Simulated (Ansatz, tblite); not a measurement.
Forces on Cd4Te4H14 at its PBE-D4/def2-SVP, loosely relaxed geometry. Total charge 0; singlet.

In the def2 sets Cd, Te take a core potential; there is no spin–orbit coupling. The xTB rows come from tblite. Single mean-field runs in def2-TZVP are fitted with def2-universal-jkfit. The geometry of the charge 0 singlet is only loosely relaxed. In the singlet geometry the species has come apart into loosely held pieces. In the singlet, H10 and H21 lie 0.77 Å apart (atoms count from 1), so H2 has formed as a molecule.

GFN2-xTB (tblite), largest force 1.04 eV/Å:

```xyz
22
positions Å, forces eV/Å
Cd    2.884    1.282   -0.680   -0.295    0.311   -0.518
Te   -0.962    2.453   -1.282   -0.407   -0.012   -0.244
Cd    0.667   -3.785    0.237    0.230   -0.050   -0.364
Te    0.785   -0.722   -1.605    0.162   -0.085   -0.130
Te   -2.570   -1.838   -0.728   -0.508    0.189   -0.198
Cd   -2.271    0.681    0.991   -0.181    0.026    0.241
Cd    2.092   -1.061    1.105   -0.260   -0.571    0.276
Te   -0.148   -0.147    2.672    0.090    0.278   -0.015
H     3.249    2.563   -1.720    0.046   -0.170    0.309
H     1.428    3.643    0.956    0.478    0.632   -0.679
H    -1.952    1.753   -2.444    0.259    0.379    0.400
H    -2.149    3.630   -0.991    0.317   -0.304   -0.287
H     1.582   -4.780   -0.778   -0.444    0.135    0.208
H    -0.550   -3.034    1.203   -0.083   -0.158   -0.031
H     1.879   -1.372   -2.706   -0.253    0.133    0.099
H    -3.307   -0.912   -1.946    0.143   -0.373    0.384
H    -4.129   -2.103   -0.095    0.437    0.044   -0.332
H    -3.783    1.450    1.226    0.173   -0.115    0.029
H     3.235    0.476    0.928    0.300    0.199    0.133
H     2.566   -2.720    1.303    0.255    0.429    0.145
H     1.112    3.102    1.405   -0.399   -0.703    0.591
H     0.343    1.442    2.950   -0.060   -0.215   -0.018
```

PBE-D4/def2-TZVP (Ansatz), largest force 0.50 eV/Å:

```
Cd 0.000 0.012 -0.026
Te -0.147 -0.006 -0.059
Cd 0.013 0.014 -0.029
Te 0.052 -0.032 -0.057
Te -0.261 0.086 -0.072
Cd -0.017 0.009 0.008
Cd -0.028 -0.020 -0.002
Te 0.039 0.110 -0.025
H -0.009 -0.037 0.032
H -0.203 -0.353 0.298
H 0.078 0.071 0.108
H 0.080 -0.102 -0.039
H -0.034 0.023 0.034
H 0.014 -0.015 -0.015
H -0.070 0.051 0.089
H 0.091 -0.097 0.140
H 0.199 0.020 -0.057
H 0.033 -0.018 -0.007
H 0.009 0.010 -0.004
H -0.010 0.032 -0.003
H 0.207 0.353 -0.294
H -0.036 -0.112 -0.021
```

PBE0-D4/def2-TZVP (Ansatz), largest force 0.77 eV/Å:

```
Cd -0.043 -0.026 -0.042
Te -0.581 0.092 -0.165
Cd 0.053 0.019 -0.004
Te 0.345 -0.104 -0.179
Te -0.714 0.261 -0.146
Cd 0.025 -0.034 0.038
Cd -0.082 0.005 -0.013
Te 0.104 0.390 -0.088
H -0.014 -0.075 0.075
H -0.286 -0.495 0.417
H 0.256 0.161 0.280
H 0.303 -0.296 -0.076
H -0.075 0.034 0.048
H 0.044 -0.045 -0.045
H -0.251 0.152 0.273
H 0.234 -0.252 0.323
H 0.476 0.048 -0.149
H 0.086 -0.041 -0.019
H -0.023 0.002 -0.045
H -0.039 0.072 -0.017
H 0.295 0.497 -0.416
H -0.114 -0.363 -0.051
```
